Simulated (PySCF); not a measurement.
# Excitation energy of C by level of theory

C [He] 2s2 2p2 (3P) → C [He] 2s1 2p2 3s1 (5P), as a difference of total energies. Computed with PySCF 2.14 in aug-cc-pVQZ-DK, with scalar relativity by spin-free X2C-1e. Correlated levels: valence: 1s2 frozen. The calculations carry no spin-orbit coupling.

```json
{"method": "UHF", "excitation energy (cm⁻¹)": "88963"}
{"method": "LDA", "excitation energy (cm⁻¹)": "103080"}
{"method": "PBE", "excitation energy (cm⁻¹)": "102120"}
{"method": "PBE0", "excitation energy (cm⁻¹)": "101650"}
{"method": "r2SCAN", "excitation energy (cm⁻¹)": "100140"}
{"method": "BP86", "excitation energy (cm⁻¹)": "103490"}
{"method": "r2SCANh", "excitation energy (cm⁻¹)": "100280"}
{"method": "PW91", "excitation energy (cm⁻¹)": "102530"}
{"method": "M06-L", "excitation energy (cm⁻¹)": "105150"}
{"method": "MP2 (valence)", "excitation energy (cm⁻¹)": "101200"}
{"method": "SCS-MP2 (valence)", "excitation energy (cm⁻¹)": "104260"}
```

The upper state lies above the first ionisation limit, but in LS coupling its spin forbids autoionisation to the ground ion. A Rydberg-like electron needs more diffuse functions than a valence basis has.

The promoted electron is Rydberg-like, and one or two diffuse shells describe it only roughly, which tends to raise the upper state.
